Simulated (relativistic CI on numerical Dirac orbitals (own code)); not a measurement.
Computed by Dirac-Coulomb-Breit CI, KLI orbitals optimised for each configuration, model QED, unscaled Slater integrals (own radial code, finite nucleus).

The strongest absorption lines from the ground level of an ion, among the configurations computed and to levels below about 1500 eV (vacuum wavelength in nm, gf): 2.9994 (1.4), 3.0533 (0.45), 3.0606 (0.26), 3.3421 (0.53), 4.1952 (0.15), 4.3036 (0.23), 4.3624 (0.95), 4.4897 (0.45).

**Question.** Which ion is it?
A. Eu XLV
B. Pr XLI
C. Cs XXXVII
D. Lu LIII

**Answer.** A. Eu XLV has 19 electrons and the ground level 3s²3p⁶3d ²D3/2; the strongest line goes to 3s²3p⁵3d² ²D°3/2. The pattern of lines fixes the number of electrons, and along that sequence the line energies rise steadily with the charge (about as its square where n changes within one kind of shell, about linearly where n is kept but much faster in heavy ions where fine structure, which grows about as Z⁴, sets the gap, and irregularly where shells cross), which fixes Z. Configurations outside the model, such as inner-shell arrays, can give stronger lines. At this charge energies of transitions that change n are usually good to better than 1 %, and those within a shell (Δn = 0) to a few per cent.

LS names give the leading component of a level, which can be under half, so a name can repeat, a term be missing and a line seem to break the LS rules.
